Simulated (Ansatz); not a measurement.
Basis-set extrapolation for H7N2SSi2 (`N[SiH]S[SiH2]N`) radical (PBE0-D4/def2-TZVP geometry, frozen core, Ansatz 0.2.0). Multiplicity 2, UHF reference.

```
                       def2-TZVPP    def2-QZVPP
                 HF  -1088.539676  -1088.574863
    MP2 correlation     -0.833734     -0.898979
CCSD(T) correlation     -0.926349       not run
```

Energies in hartree. Use E(X) = E(∞) + A·exp(−7.88·√X) for Hartree–Fock and E(X) = E(∞) + B·X^(−2.97) for correlation, with X = 3 and 4, and add CCSD(T) minus MP2 of the smaller set to the MP2 limit.

**Question.** What is the CCSD(T) energy at the basis-set limit?

**Answer.** HF limit: -1088.574863 + (-0.035187) × 0.13774 = -1088.57971. MP2 limit: -0.898979 + (-0.065245) × 0.74074 = -0.94731. Higher-order term: -0.926349 − (-0.833734) = -0.09262. Total: -1089.61964 hartree, 4.18 eV below CCSD(T)/def2-TZVPP.
